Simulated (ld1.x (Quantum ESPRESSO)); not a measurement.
P (Z = 15): variants of one TM potential

Base potential:

- Element: P (Z = 15)
- Generator: ld1.x (Quantum ESPRESSO) 7.5
- Type: norm-conserving Troullier–Martins (Kleinman–Bylander form)
- Functional: PBE
- Relativity: scalar-relativistic
- Frozen core: [Ne]
- Valence charge: 5
- Reference configuration: 3s2 3p3
- Partial waves: 3p (bound): rc 1.60 bohr; 3d channel at -0.1 Ry: rc 1.25 bohr; 3s (bound): rc 1.50 bohr
- Local potential: the s channel
- Core correction: Bessel-smoothed model core inside 0.95 bohr

All-electron outer shells of the reference configuration (PBE, scalar-relativistic, ld1.x):

```json
{"shell": "2s", "level (eV)": "-173.99", "outermost node (bohr)": "0.14", "outermost maximum (bohr)": "0.42"}
{"shell": "2p", "level (eV)": "-124.49", "outermost node (bohr)": "–", "outermost maximum (bohr)": "0.36"}
{"shell": "3s", "level (eV)": "-13.97", "outermost node (bohr)": "0.65", "outermost maximum (bohr)": "1.58"}
{"shell": "3p", "level (eV)": "-5.51", "outermost node (bohr)": "0.64", "outermost maximum (bohr)": "1.83"}
```

Cutoffs, loose and tight: the cutoffs (Ry, on a coarse ladder) from which the occupation-weighted sum of valence levels, in a spherical-Bessel basis at the reference potential, stays within 10 and 1 mRy of its value at 400 Ry. They do not see the model core or the augmentation charge, which bear on the density cutoff. Test errors are all-electron minus pseudo excitation energies from the reference, over the configurations 3s2 3p2; 3s2 3p1; 3s2 3p0; 3s1 3p4; 3s1 3p3; 3s2 3p3.3; 3s1 3p0. A dash means not determined; rows that change the core or the reference have their own tests.

```tsv
change	outcome	cutoff, loose	cutoff, tight	bound ghosts	largest test error (meV)
base	generated	21 Ry	50 Ry	none	+140
type ultrasoft; waves now 3s (bound): rc 1.50 bohr; 3s channel at 2.5 Ry: rc 1.50 bohr; 3p (bound): rc 1.60 bohr; 3p channel at 4 Ry: rc 1.60 bohr; 3d channel at -0.1 Ry: rc 1.25 bohr; 3d channel at 1.1 Ry: rc 1.25 bohr; local potential all-electron potential smoothed inside 1.40 bohr (lloc = -1); augmentation PSQ, inside the norm-conserving radii	failed: compute_q_3bess: problem with the q_i coefficients	–	–	–	–
reference 3s2 3p2	generated	25 Ry	50 Ry	none	+42
wave 3p (bound): rc 1.60 bohr becomes 3p (bound): rc 2.10 bohr	generated	21 Ry	50 Ry	none	+128
```

What comes out with this change to the base: wave 3s (bound): rc 1.50 bohr becomes 3s (bound): rc 1.28 bohr?

outcome: generated; cutoff, loose: 40 Ry; cutoff, tight: 90 Ry; bound ghosts: none; largest test error (meV): +150.

What comes out with this change to the base: reference 3s1 3p4; waves 3s (bound): rc 1.40 bohr; 3d channel at -0.1 Ry: rc 1.10 bohr; 3p (bound): rc 1.45 bohr; local potential the p channel; core correction a·sin(br)/r model core, default radius (core density twice the valence density)?

outcome: generated; cutoff, loose: 35 Ry; cutoff, tight: 55 Ry; bound ghosts: none; largest test error (meV): +52.
